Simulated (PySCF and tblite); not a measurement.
Results of a calculation; reference values are marked as such.
C7H5NO2, numbered as in [CH:1]#[C:2][c:3]1[cH:4][c:5]([OH:6])[cH:7][cH:8][n+:9]1[O-:10].

Search: ETKDG and KDG, MMFF94s, GFN2-xTB, 60 starts; geometries at GFN2-xTB. Free energies are PBE0-D3(BJ)/pcSseg-1 single points with GFN2-xTB rigid-rotor and vibrational terms (modes under about 100 cm⁻¹ blended into free rotors). Symmetry numbers and mirror images are counted. Conformers within 2.5 kcal/mol (GFN2-xTB free energy) were kept, 4 at most. Couplings: B3LYP/6-31G* with pcJ-1 on H (gas phase; spin-dipole term only for pairs with B, N, F, Si or P). Couplings are for ¹H. H–H couplings come out 0.1 to 0.9 Hz lower than with pcJ-1 on all atoms. Codes: tblite and PySCF.

Torsions listed: C4–C5–O6–H6.

```csv
conformer,shape,weight %
1,0°,64.7
2,180°,35.3
```

Task: Give the couplings in each conformer and the averages at 298.15 K (pairs that fast motion interchanges averaged).

Result: 
| coupling | pairs | 1 | 2 | average (Hz) |
| --- | --- | --- | --- | --- |
| ³J(H7,H8) | 1 | 8.6 | 8.4 | 8.5 |

Other tautomers (keto or thione forms) aren't considered and may dominate.


Conformer gaps in pcSseg-1 on xTB geometries can be 2 kcal/mol off for S=O, P=O and other polar bonds.